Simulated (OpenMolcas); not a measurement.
Pt2+: ligand-field states by method

Pt2+ with 6 ligands (chloride) in octahedral coordination (Oh) at 2.56 Å. A charge of +0.667 e stands 2.8 Å behind each ligand. Ligand basis ANO-RCC-VDZP.

* Program: OpenMolcas 26.06
* Basis: ANO-RCC-VTZP [8s7p5d3f1g]
* Scalar Hamiltonian: DKH2, point nucleus
* Active space: 8 electrons in 5 orbitals (5d)
* State averaging: 2S+1 = 3 even, 10 roots; 2S+1 = 1 even, 15 roots
* Spin-orbit coupling: RASSI with atomic mean-field integrals over the reference wave functions

I. CASSCF
II. SS-CASPT2, IPEA 0.25 Eh, imaginary shift 0.1 Eh (closed shells correlated: 5s 5p and the ligand valence shells)
III. SS-CASPT2, IPEA 0 Eh, imaginary shift 0.1 Eh (closed shells correlated: 5s 5p and the ligand valence shells)

Spin-free states (labels of O, the rotations of Oh) in cm-1, each column counted from its own energy of the first state listed:

```json
{"State": "3A2", "Degeneracy": "1", "I": "0", "II": "0", "III": "0"}
{"State": "3T2", "Degeneracy": "3", "I": "10318", "II": "12790", "III": "13220"}
{"State": "1E", "Degeneracy": "2", "I": "10961", "II": "5990", "III": "5870"}
{"State": "3T1", "Degeneracy": "3", "I": "16239", "II": "17750", "III": "17030"}
{"State": "1A1", "Degeneracy": "1", "I": "18627", "II": "12400", "III": "11800"}
{"State": "1T2", "Degeneracy": "3", "I": "21430", "II": "19660", "III": "19770"}
{"State": "1T1", "Degeneracy": "3", "I": "24854", "II": "22280", "III": "22600"}
{"State": "3T1", "Degeneracy": "3", "I": "26188", "II": "27170", "III": "26980"}
{"State": "1E", "Degeneracy": "2", "I": "34592", "II": "35330", "III": "35880"}
{"State": "1T2", "Degeneracy": "3", "I": "34799", "II": "35330", "III": "35890"}
{"State": "1A1", "Degeneracy": "1", "I": "53901", "II": "48880", "III": "48220"}
```

From I to II, I's first state of the same spin (3T2) moves from 10318 to 12790 cm-1, by about +2500 cm-1.

From I to II, I's first state of another spin (1E) moves from 10961 to 5990 cm-1, by about -5000 cm-1.

χT at 300 K: I 1.91, II 1.80, III 1.78 cm3 K/mol.

The states above are spin-free; spin-orbit coupling is strong here and shifts and splits them by thousands of cm-1.

Roots that are degenerate in the reference are averaged as groups; the widest CASPT2 spread within a group is 420 cm-1 (the 3-fold group of multiplicity 3 near 27000 cm-1 above the lowest state of its run, III). Shifts and gaps below about the spread of the groups concerned are not significant. Over all roots computed the reference weight is 0.64 to 0.65 in II, 0.63 to 0.65 in III; a low but even weight reflects the number of correlated electrons. Real 4d8 and 5d8 ions are as a rule square planar and diamagnetic. The least metal-like active orbital is 85 % on the metal (Löwdin) and no ligand orbital is active, so the numbers are rough. Ligand-to-metal charge-transfer states are missing. With no ligand orbital active B as a rule stays too high, so bands that hang on it stand too high and its fall with covalency is understated. Without dynamic correlation the repulsion within the d shell is too large (B by tens of per cent), so at a given field states of lower spin stand too high (holds for I). With metal d orbitals alone the field can be off either way by tens of per cent (holds for I). With one d shell and no ligand orbital active, 10Dq can be off by a tenth or more (holds for II; III). No measured value stands beside these numbers; the geometry is a model, was not optimised and need not be the one that this ion takes.
